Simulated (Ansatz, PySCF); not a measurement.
Complex: H2O (SMILES O) (first 3 atoms) with SO2 (SMILES O=S=O); geometry from B3LYP-D3(BJ)/def2-TZVP, rigid monomers moved along the line of their centres of mass till O1···S5 is 3.11 Å.
(charge 0, multiplicity 1):
```xyz
6

O      0.5057    -0.0902     0.6105
H      0.6067     0.8503     0.4224
H     -0.3627    -0.3346     0.2694
O     -1.2588    -0.6379     3.5747
S      0.0935    -0.1552     3.6955
O      0.2933     1.2661     3.8231
```

Monomers are frozen at their geometry in the pair; levels with a basis set take the counterpoise correction.

Correlated levels freeze the cores. CBS: X⁻³ extrapolation of the correlation energy, Hartree–Fock from the larger set. Rows in 6-31G* carry no dispersion term and start afresh at each structure (6-31G* with six Cartesian d functions). MP2/6-31G* freezes PySCF's default core.

Run with Ansatz (a quantum-chemistry and plane-wave program); PySCF for 6-31G* rows, the dispersion terms. Values without a source in brackets are computed.

### Question
What is the computed interaction energy (PBE0-D3(BJ)/def2-TZVPPD)?

### Answer
-4.3 kcal/mol

### Question
Predict the interaction energy from MP2/CBS(aug-cc-pV(D+d)Z, aug-cc-pV(T+d)Z) + ΔCCSD(T)/aug-cc-pV(D+d)Z.

### Answer
-3.8 kcal/mol

### Question
What is the computed interaction energy (MP2/6-31G*)?

### Answer
-3.5 kcal/mol
